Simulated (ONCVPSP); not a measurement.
chlorine: one change to an ONCV potential, before and after

Cl (Z = 17), optimised norm-conserving Vanderbilt (ONCV), made with ONCVPSP 4.0.1 (PBE, scalar-relativistic). Core [He], reference 2s2 2p6 3s1.5 3p5.5. Waves: 2s+3s: rc 0.90 bohr, ncon 4, nbas 7, qcut 13.6 1/bohr, 2 projectors; 2p+3p: rc 0.70 bohr, ncon 5, nbas 10, qcut 20.8 1/bohr, 2 projectors; d scattering state at 0.04 Ha: rc 0.70 bohr, ncon 4, nbas 7, qcut 14.1 1/bohr, 1 projector. Local part: polynomial inside 0.45 bohr (lpopt 5, dvloc0 0 Ha). Core correction: Teter function fitted to the true core (icmod 2), fcfact 0.3.

Change: p: qcut 22.9.

Cutoffs: the cutoffs (Ha) at which the residual kinetic energy of the hardest occupied pseudo-wave falls to 1 and 0.1 mHa per electron; they do not see the model core or the augmentation charge, which bear on the density cutoff. Errors are all-electron minus pseudo energies relative to the spin-unpolarised reference configuration.

Problem. What does the change do?

Solution. The potential gets harder (180 Ha and 200 Ha → 199 Ha and 224 Ha); the errors of the 4 common tests hardly move; neither file shows a bound ghost. The waves are optimised to have the least kinetic energy above qcut, so the cutoff follows it (qcut²/2 in Ha).

```csv
quantity,base,changed
"cutoff, loose",180 Ha,199 Ha
"cutoff, tight",200 Ha,224 Ha
loose cutoff by channel,"s 54 Ha, p 180 Ha","s 54 Ha, p 199 Ha"
bound ghosts,none,none
GHOST(+) flags under 300 eV,none,none
"error for 2s2 2p6 3s2 3p5, meV [ΔE -6.06 eV]",+0.6,+0.6
"error for 2s2 2p6 3s2 3p4, meV [ΔE 7.81 eV]",+2.6,+2.6
"error for 2s2 2p6 3s2 3p3, meV [ΔE 33.26 eV]",+7.0,+6.8
"error for 2s2 2p6 3s2 3p2, meV [ΔE 71.57 eV]",+16,+16
s: phases at 0.91 bohr within 0.05 rad from the reference energy up to (Ha; the scan ends near 5),to the end of the scan,to the end of the scan
p: phases at 0.71 bohr within 0.05 rad from the reference energy up to (Ha; the scan ends near 5),to the end of the scan,to the end of the scan
d: phases at 0.71 bohr within 0.05 rad from the reference energy up to (Ha; the scan ends near 5),to the end of the scan,to the end of the scan
"rms error of d²Exc/dni dnj with the model core, mHa",2.88,2.93
```
